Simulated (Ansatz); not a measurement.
AlCl2H3Si (`[SiH3][Al]([Cl])[Cl]`), 7 atoms. Charge 0, multiplicity 1. All runs use 2 threads of a server CPU on a shared host. Correlated methods freeze the cores.

(1) Give the basis size and wall time and peak host memory of each of these runs in Ansatz. RKS PBE0-D4/def2-SVP energy; direct RPA on PBE orbitals/def2-TZVPP energy; RKS r2SCAN0-D4/def2-TZVPP energy; RHF-CCSD(T)/def2-TZVPP energy; RKS PBE0-D4/def2-TZVP relaxation (4 steps); RKS ωB97M-V/def2-SVP energy; RKS PBE0-D4/def2-TZVP frequencies; RKS r2SCAN-D4/def2-TZVPP energy and forces; RKS HSE06-D4/def2-TZVPP energy; RHF-MP2/def2-QZVPP energy; RKS BLYP-D4/def2-TZVPP energy; RKS PBE0-D4/def2-QZVPP energy. (Estimate.)

Results:

(1) Ansatz gave: Other jobs shared the machine, so times are rough.

```
                                level                   job  functions  wall time  peak host memory (GiB)
                 RKS PBE0-D4/def2-SVP                energy         87      2.5 s                    0.17
               RKS BLYP-D4/def2-TZVPP                energy        210      4.5 s                    0.28
              RKS HSE06-D4/def2-TZVPP                energy        210        8 s                    0.57
direct RPA on PBE orbitals/def2-TZVPP                energy        210        9 s                    0.38
                 RKS ωB97M-V/def2-SVP                energy         87       11 s                    0.27
             RKS r2SCAN-D4/def2-TZVPP     energy and forces        210       12 s                     0.3
            RKS r2SCAN0-D4/def2-TZVPP                energy        210       13 s                    0.57
               RKS PBE0-D4/def2-QZVPP                energy        370       19 s                     1.3
                   RHF-MP2/def2-QZVPP                energy        370       32 s                     1.4
                RKS PBE0-D4/def2-TZVP  relaxation (4 steps)        166       33 s                    0.45
               RHF-CCSD(T)/def2-TZVPP                energy        210      110 s                     2.4
                RKS PBE0-D4/def2-TZVP           frequencies        166    3.5 min                    0.44
```

HSE06 is defined as in plane-wave codes.
